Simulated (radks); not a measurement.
All-electron atom: K18+ in 1s0.75 2p0.25 (fractional occupations, a model configuration). Method: scalar-relativistic Kohn-Sham, SCAN, spin-polarised, spherical densities, finite nucleus; open shells are filled with parallel spins first; meta-GGA in the generalised Kohn-Sham scheme; Fermi nuclear charge, rms radius 3.4349 fm; computed with a radial shooting solver on a logarithmic mesh with Libxc functionals.

Radial electron density D(r) = 4 pi r^2 rho(r):

r (bohr)  D(r) (e/bohr)
0.003642         0.2527
0.004042         0.3059
0.004521         0.3749
0.005016         0.4521
0.005566         0.5440
0.006225         0.6623
0.006908         0.7930
0.007665         0.9467
0.008573          1.142
0.009513          1.354
0.01056           1.599
0.01181           1.903
0.0131            2.226
0.01454           2.590
0.01626           3.028
0.01804           3.477
0.02002           3.964
0.02239           4.522
0.02484           5.062
0.02757           5.609
0.03083           6.186
0.03421           6.687
0.03796           7.129
0.04246           7.508
0.04712           7.740
0.05228           7.830
0.05848           7.748
0.06489           7.495
0.072             7.074
0.08053           6.454
0.08936           5.758
0.09915           4.992
0.1109            4.149
0.1231            3.406
0.1365            2.745
0.1527            2.160
0.1695            1.743
0.188             1.437
0.2103            1.205
0.2334            1.046
0.259            0.9114
0.2896           0.7699
0.3214           0.6332
0.3566           0.4935
0.3989           0.3504
0.4426           0.2352
0.4911           0.1446
0.5493          0.07671
0.6095          0.03799
0.6763          0.01665
0.7564         0.005885
0.8394         0.001915
0.9314        0.0005272
1.042         0.0001067

D(r) has 1 maximum, at r = 0.0527 bohr.
